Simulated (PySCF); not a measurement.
CH3Se2 (SMILES C[Se][Se]), doublet, geometry from GFN2-xTB; DF-BHANDHLYP/STO-3G (PySCF).

Input for PySCF:
```python
from pyscf import gto, scf, dft

mol = gto.M(
    atom='''
C    -2.115472   -0.418797    0.074881
Se   -0.554195    0.772414   -0.092372
Se    1.138492   -0.643262    0.069978
H    -2.072655   -0.923079    1.036731
H    -3.009808    0.192204    0.006492
H    -2.090800   -1.147513   -0.731129
''',
    basis='sto-3g',
    charge=0,
    spin=1,
    verbose=4,
)

mf = dft.UKS(mol)
mf.xc = 'bhandhlyp'
mf = mf.density_fit(auxbasis='def2-universal-jkfit')
mf.kernel()
```

Output, abridged:

```
PySCF version 2.14.0

[INPUT] verbose = 4
[INPUT] num. atoms = 6
[INPUT] num. electrons = 77
[INPUT] charge = 0
[INPUT] spin (= nelec alpha-beta = 2S) = 1
[INPUT] symmetry False subgroup None
[INPUT] Mole.unit = angstrom
[INPUT] Symbol           X                Y                Z      unit          X                Y                Z       unit  Magmom
[INPUT]  1 C     -2.115472000000  -0.418797000000   0.074881000000 AA   -3.997662704186  -0.791411631789   0.141504581934 Bohr   0.0
[INPUT]  2 Se    -0.554195000000   0.772414000000  -0.092372000000 AA   -1.047276769603   1.459650914780  -0.174557781578 Bohr   0.0
[INPUT]  3 Se     1.138492000000  -0.643262000000   0.069978000000 AA    2.151438075008  -1.215589006340   0.132239254745 Bohr   0.0
[INPUT]  4 H     -2.072655000000  -0.923079000000   1.036731000000 AA   -3.916750300710  -1.744366501337   1.959137654846 Bohr   0.0
[INPUT]  5 H     -3.009808000000   0.192204000000   0.006492000000 AA   -5.687712807525   0.363212920046   0.012268102001 Bohr   0.0
[INPUT]  6 H     -2.090800000000  -1.147513000000  -0.731129000000 AA   -3.951039381241  -2.168485294378  -1.381633571727 Bohr   0.0

nuclear repulsion = 410.232589401843
number of shells = 22
number of NR pGTOs = 132
number of NR cGTOs = 44
basis = sto-3g
ecp = {}

******** <class 'pyscf.df.df_jk.DFUKS'> ********
method = DFUKS
initial guess = minao
damping factor = 0
level_shift factor = 0
DIIS = <class 'pyscf.scf.diis.CDIIS'>
diis_start_cycle = 1
diis_space = 8
diis_damp = 0
SCF conv_tol = 1e-09
SCF conv_tol_grad = None
SCF max_cycles = 50
direct_scf = False
number electrons alpha = 39  beta = 38
XC library pyscf.dft.libxc version 7.1.2
    S. Lehtola, C. Steigemann, M. J. T. Oliveira, and M. A. L. Marques,  SoftwareX 7, 1–5 (2018)
XC functionals = bhandhlyp
    A. D. Becke,  J. Chem. Phys. 98, 1372 (1993)
    Defined through Gaussian implementation.
radial grids:
    Treutler-Ahlrichs [JCP 102, 346 (1995); DOI:10.1063/1.469408] (M4) radial grids

becke partition: Becke, JCP 88, 2547 (1988); DOI:10.1063/1.454033
pruning grids: <function nwchem_prune>
grids dens level: 3
symmetrized grids: False
atomic radii adjust function: <function treutler_atomic_radii_adjust>
small_rho_cutoff = 0
Set gradient conv threshold to 3.16228e-05
tot grids = 84392
******** <class 'pyscf.df.df.DF'> ********
auxbasis = def2-universal-jkfit
init E= -4782.97921531098

cycle= 1 E= -4789.22928394838  delta_E= -6.25  |g|= 0.322  |ddm|= 2.28
cycle= 2 E= -4789.31679803916  delta_E= -0.0875  |g|= 0.249  |ddm|= 1.29
cycle= 3 E= -4789.37185217126  delta_E= -0.0551  |g|= 0.0357  |ddm|= 0.616
cycle= 4 E= -4789.37429411806  delta_E= -0.00244  |g|= 0.0124  |ddm|= 0.129
cycle= 5 E= -4789.37474802497  delta_E= -0.000454  |g|= 0.00585  |ddm|= 0.0596
cycle= 6 E= -4789.37487740436  delta_E= -0.000129  |g|= 0.00306  |ddm|= 0.0348
cycle= 7 E= -4789.37491187095  delta_E= -3.45e-05  |g|= 0.000264  |ddm|= 0.0264
cycle= 8 E= -4789.37491207539  delta_E= -2.04e-07  |g|= 9.93e-05  |ddm|= 0.00137
cycle= 9 E= -4789.37491211222  delta_E= -3.68e-08  |g|= 2.61e-05  |ddm|= 0.000693
cycle= 10 E= -4789.37491211463  delta_E= -2.4e-09  |g|= 5.39e-06  |ddm|= 0.000196
cycle= 11 E= -4789.37491211471  delta_E= -8.09e-11  |g|= 1.88e-06  |ddm|= 2.7e-05
Extra cycle  E= -4789.37491211472  delta_E= -9.09e-12  |g|= 1.02e-06  |ddm|= 6.39e-06
converged SCF energy = -4789.37491211472  <S^2> = 0.7507902  2S+1 = 2.00079
```
